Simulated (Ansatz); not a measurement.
H7OSi2 (SMILES [SiH3][OH+][SiH3]), charge +1, singlet, at a GFN2-xTB geometry; Ansatz (a program for electronic structure) with MP2/def2-SV(P).

Here is a job for Ansatz.
Ansatz 0.2 input:
```yaml
crystal:
  periodic: [false, false, false]
  atoms:
    - {symbol: Si, position_ang: [1.57259310, -0.32787865, 0.43128443]}
    - {symbol: O, position_ang: [0.04546575, -0.19736209, -0.52085237]}
    - {symbol: Si, position_ang: [-1.59645535, 0.44638018, -0.13762810]}
    - {symbol: H, position_ang: [2.51490900, -0.40711010, -0.67455778]}
    - {symbol: H, position_ang: [1.51112540, 0.92190961, 1.16707567]}
    - {symbol: H, position_ang: [1.34061387, -1.54617037, 1.19083611]}
    - {symbol: H, position_ang: [0.08210873, -0.66697740, -1.36331658]}
    - {symbol: H, position_ang: [-2.19054693, -0.67297857, 0.57578869]}
    - {symbol: H, position_ang: [-2.06000854, 0.68633742, -1.49582128]}
    - {symbol: H, position_ang: [-1.22785623, 1.60486461, 0.65562572]}
basis:
  gaussian:
    orbitals: def2-SV_P_.json
total_charge: 1
magnetization: {spin_polarized: false}
correlation: {method: mp2}
```
The basis file holds def2-SV(P) in the JSON format of the Basis Set Exchange.

Task: Predict the main parts of the log of this Ansatz run.

Result: 
```
Functional definition: HF
682 factors; integrals over basis functions are off by at most 4.9e-4 eV
mean field evaluation 1: about -17855.6154 eV, gradient 4.3e1 eV
mean field evaluation 2: about -17855.7674 eV, gradient 4.3e1 eV
mean field evaluation 4: about -17859.7047 eV, gradient 2.6e0 eV
mean field evaluation 8: about -17859.7499 eV, gradient 8.1e-2 eV
mean field -17859.74997456 eV, -656.3337057917 hartree, gradient 2.1e-6 eV, S^2 0.000000; 0 other end points of the search recorded, 0 dependent functions left out
11 core orbitals not correlated
reference -17859.74997456 eV, -656.3337057917 hartree; 10, 10 occupied and 43, 43 virtual orbitals, 682 factors
second order -9.10289631 eV of doubles, -0.00000000 eV of singles
Total energy: -17868.85287087 eV, -656.6682310608 hartree
```
